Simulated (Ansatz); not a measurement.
Input for Ansatz (a program for electronic structure): R-BHLYP/def2-TZVPPD on C3H9Ga (SMILES [CH3][Ga]([CH3])[CH3]). Files ending in .json are basis or fitting sets from the Basis Set Exchange.

Ansatz 0.2 input:
```yaml
crystal:
  periodic: [false, false, false]
  atoms:
    - {symbol: C, position_ang: [-1.51032191, 0.33004457, 0.53176612]}
    - {symbol: Ga, position_ang: [0.30996975, -0.26752885, 1.13283484]}
    - {symbol: C, position_ang: [1.81906944, 1.03865537, 0.96645145]}
    - {symbol: C, position_ang: [0.70473382, -2.23053000, 1.09050667]}
    - {symbol: H, position_ang: [-1.54571459, 0.30108304, -0.56090443]}
    - {symbol: H, position_ang: [-1.73796405, 1.35583810, 0.82954494]}
    - {symbol: H, position_ang: [-2.30959411, -0.32094290, 0.89253359]}
    - {symbol: H, position_ang: [2.17880076, 1.06063167, -0.06556738]}
    - {symbol: H, position_ang: [2.66383589, 0.76351052, 1.60108724]}
    - {symbol: H, position_ang: [1.51165169, 2.05503152, 1.22264673]}
    - {symbol: H, position_ang: [0.95315248, -2.53711066, 0.07106587]}
    - {symbol: H, position_ang: [1.55590272, -2.48567502, 1.72493533]}
    - {symbol: H, position_ang: [-0.15304974, -2.82812211, 1.40708366]}
basis:
  gaussian:
    orbitals: def2-TZVPPD.json
hamiltonian:
  xc: {name: BHLYP}
scf: {lower_state_search: off}
```

The head of its log:

```
WARN ansatz: RAYON_NUM_THREADS=4 ignored (pool sized by the plan → 4); use --threads N
Functional definition: BHLYP
these checks for a lower state are left out or cut short: stability, starts, cluster_reference, orbital_swaps, neighbouring_geometries, increment
integrals: 0.30 GiB planned
1672 factors; their error is unknown
mean field: 2.72 GiB planned
mean field evaluation 1: about -55623.5576 eV, gradient 7.0e1 eV
mean field evaluation 2: about -55625.7694 eV, gradient 6.2e1 eV
```

### Question
What total energy does the run end on?

### Answer
-2044.5312 hartree.
